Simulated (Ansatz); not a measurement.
C2H8O2Si can be A, `COC[SiH2]O`, or B, `CC[SiH](O)O`.

Calculated with Ansatz (gas phase, PBE0-D4/def2-TZVP geometries, no zero-point term in ΔE). CCSD(T)/CBS adds triple-zeta CCSD(T) − MP2 to the extrapolated MP2 energy (def2 sets, frozen cores). DFT in def2-TZVPP. B3LYP here is the variant with VWN-RPA as its local correlation; programs differ in this. One conformer a species, not always the lowest.

Q: Which isomer does CCSD(T)/CBS put lower? Give the gap. (An estimate is asked.)

A: Ansatz gave: B, by 63.6 kcal/mol.

Q: Give E(B) − E(A) in kcal/mol with PBE0-D4, MP2/def2-TZVPP, CCSD(T)/def2-TZVPP, CCSD/def2-TZVPP, BLYP-D4, B3LYP-D4, r2SCAN-D4. (Estimate.)

A: Ansatz gave: PBE0-D4 -61.1, MP2/def2-TZVPP -65.6, CCSD(T)/def2-TZVPP -62.5, CCSD/def2-TZVPP -62.9, BLYP-D4 -58.4, B3LYP-D4 -60.4, r2SCAN-D4 -62.1. None reverses the order clearly.

Q: Does the order hold for the free energy at 298.15 K (harmonic terms from PBE0-D4)? (Estimate.)

A: The calculation gave: Yes: G(B) − G(A) = -62.3 kcal/mol, for one conformer each. Modes under 60 cm⁻¹, often nearly free rotors, make the harmonic entropy too high.

Largest T1 diagnostic: 0.011.

Leaving LDA and LC-ωPBE aside and taking each functional with its dispersion term where it has one, the values, not all of them listed here, spread over 5.5 kcal/mol, from PBE-QIDH to revPBE-D4. From r2SCAN to r2SCAN0 (25 % exact exchange), in def2-TZVPP and without D4, E(B) − E(A) moves by −1.4 kcal/mol.
